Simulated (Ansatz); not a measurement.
Geometry optimisation, RKS PBE0/def2-SVP (Ansatz).

Input file:

```yaml
crystal:
  periodic: [false, false, false]
  atoms:
    - { symbol: In, position_ang: [-1.402, -0.0497, 1.6432] }
    - { symbol: H, position_ang: [-0.0534, 0.2494, -0.1793] }
    - { symbol: C, position_ang: [0.4984, -0.7014, -0.2419] }
    - { symbol: H, position_ang: [0.5555, 0.5011, -0.9247] }
    - { symbol: Cl, position_ang: [-1.3486, 2.1851, 0.5335] }
    - { symbol: H, position_ang: [0.2662, -1.4122, -1.0171] }
    - { symbol: H, position_ang: [1.484, -0.7723, 0.1863] }
basis:
  gaussian: { orbitals: def2-SVP }
hamiltonian:
  xc: pbe0
relax:
  f_tol: 0.15
  max_steps: 25
  restrain:
    - { distance: [3, 1], at: 1.92, k: 30.0 }
    - { distance: [0, 1], at: 1.73, k: 30.0 }
    - { distance: [3, 2], at: 1.07, k: 30.0 }
```

Launched with:

```bash
$ ansatz run input.yaml --threads 2 --pin off --max-ram 3072MiB --backend cpu --events-out ev --progress --plain --runs-dir out
```

Question: Where does it end, and by what steps?

Answer: The forces met the threshold. The restraints hold the end off the free minimum. After 8 steps the energy has fallen by 2.098 eV (the restraints' own energy left out); H2 moved furthest, 0.91 Å. Joined: In1–H2, C3–H4.

```csv
step,energy less start (eV),largest force component (eV/Å),accepted
0,0.0000,2.899,yes
1,-0.7426,4.532,yes
2,-1.4841,3.414,yes
3,-1.9023,3.146,yes
4,-2.0940,2.151,yes
5,-2.0693,2.468,yes
6,-2.0817,2.186,yes
7,-2.0893,2.156,yes
8,-2.0978,2.184,yes
```

```xyz
7
Properties=species:S:1:pos:R:3
In -1.485 0.155 1.545
H -0.210 -0.432 0.397
C 0.583 -0.484 -0.434
H 0.685 0.424 -1.036
Cl -1.409 2.380 0.535
H 0.300 -1.333 -1.073
H 1.535 -0.711 0.067
```

Whether the end is a true minimum wasn't checked by a vibrational analysis.

Time of the run: 20 s on 2 threads of Arm Neoverse V1, on a shared host, peak memory 0.16 GiB.
